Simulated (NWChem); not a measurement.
System: CH6AuP; SMILES [CH3][Au]<-[PH3]

def2 effective core potentials on Au; no spin-orbit coupling.

### Question
Give the equilibrium geometry at PBE0/def2-SVP with def2 effective core potentials on Au (NWChem) as an XYZ file, with the point group.

### Answer
point group C3; any orientation.
```
9

Au    -0.0005    -0.2381     0.0000
C     -0.0007    -2.2944     0.0000
H      0.8865    -2.6845    -0.5246
H     -0.8987    -2.6844    -0.5061
H      0.0099    -2.6845     1.0307
P     -0.0004     2.0976     0.0000
H      1.1962     2.7939    -0.3128
H     -0.3277     2.7941     1.1926
H     -0.8694     2.7942    -0.8798
```
